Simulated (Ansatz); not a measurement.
`[SiH3][O][Ge][O][SiH3]`, relaxed with RKS PBE0-D4/def2-TZVP in Ansatz 0.2.0 from a PBE-D4/def2-SVP geometry. The force threshold is 0.005 eV/Å; the program also tests the step.

Total charge 0; spin multiplicity 1.

Start:

```xyz
11

Si    0.992    0.189   -2.106
O     0.508    0.471   -0.521
Ge    0.743    1.725    0.787
O    -0.285    0.892    2.011
Si   -1.143   -0.568    1.902
H     1.939    1.265   -2.582
H     1.690   -1.140   -2.186
H    -0.213    0.172   -3.004
H    -0.222   -1.727    1.638
H    -1.813   -0.773    3.231
H    -2.196   -0.506    0.830
```

```tsv
step	energy (eV)	largest force (eV/Å)	largest move (Å)
1	-76452.7504	0.933	0.000
2	-76452.8222	0.585	0.040
3	-76452.8426	0.083	0.029
4	-76452.8437	0.034	0.014
5	-76452.8454	0.035	0.046
6	-76452.8455	0.006	0.009
7	-76452.8455	0.003	0.007
8	-76452.8455	0.008	0.013
9	-76452.8455	0.008	0.014
10	-76452.8455	0.004	0.004
```

End:

```xyz
11

Si    1.003    0.206   -2.109
O     0.525    0.466   -0.562
Ge    0.743    1.661    0.758
O    -0.278    0.832    1.950
Si   -1.155   -0.566    1.922
H     1.910    1.295   -2.570
H     1.727   -1.089   -2.192
H    -0.187    0.164   -2.996
H    -0.280   -1.740    1.671
H    -1.798   -0.716    3.252
H    -2.210   -0.513    0.876
```

Run time 26 s (2 threads of an AMD EPYC 7R13 on a shared host and a share of an NVIDIA H100 80 GB); peak host memory 0.9 GiB.
